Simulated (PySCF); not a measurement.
# InC at r²SCAN

Computed with r²SCAN; basis In def2-SVPD with ECP28, C def2-SVPD; scalar-relativistic core potentials; PySCF 2.14.

* state: ⁴Σ⁻ (quartet), unpaired electrons σ ↑, π ↑↑
* bond length: 2.221 Å
* harmonic wavenumber: 469 cm⁻¹
* force constant: 1.41 mdyn/Å
* rotational constant Be: 0.3146 cm⁻¹
* anharmonicity ωexe: 2.59 cm⁻¹
* vibration–rotation constant αe: 0.00257 cm⁻¹
* well depth De to In + C: 3.09 eV
* dissociation energy D0: 3.06 eV
* bond order (Mayer): 1.18
* dipole moment (positive dipole means In(−)C(+)): -2.60 D

These are scalar-relativistic numbers at best; spin–orbit coupling would shift them, the dissociation energy most. The state is the lowest determinant that a PBE0 search found; another state may lie lower at other levels.
